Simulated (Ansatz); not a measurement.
Molecule: CH4BS2, charge -1, multiplicity 1. It need not be the lowest isomer of its formula. Whether it binds its extra electron was not tested at this geometry. 
Structure (B3LYP-D3(BJ)/def2-TZVP (Ansatz, a first-principles code) minimum search):
```
B
C 1 1.5986
H 2 1.0917 1 111.04
H 2 1.0973 3 108.27 1 -122.55
H 2 1.0973 3 108.27 4 -114.90
S 1 1.7364 2 127.11 3 0.00
S 1 1.8970 2 113.83 3 180.00
H 7 1.3497 1 100.12 2 0.00
```
Charge -1, spin multiplicity 1.

Basis-set convergence of Hartree-Fock and CCSD(T) correlation energies (hartree) with Ansatz. Cores are frozen in the correlated levels unless marked. Spin-orbit coupling is left out. No relativistic terms. This anion needs diffuse functions, which these sets lack.

| basis | functions | E(HF) | E(corr, CCSD(T)) |
|---|---|---|---|
| cc-pV(D+d)Z | 94 | -860.05341 | -0.57170 |
| cc-pV(T+d)Z | 194 | -860.10239 | -0.72266 |
| cc-pV(Q+d)Z | 358 | ? | ? |

Task: Fill in the missing entries.

Result: 
- cc-pV(Q+d)Z, E(HF): -860.11551
- cc-pV(Q+d)Z, E(corr, CCSD(T)): -0.76980
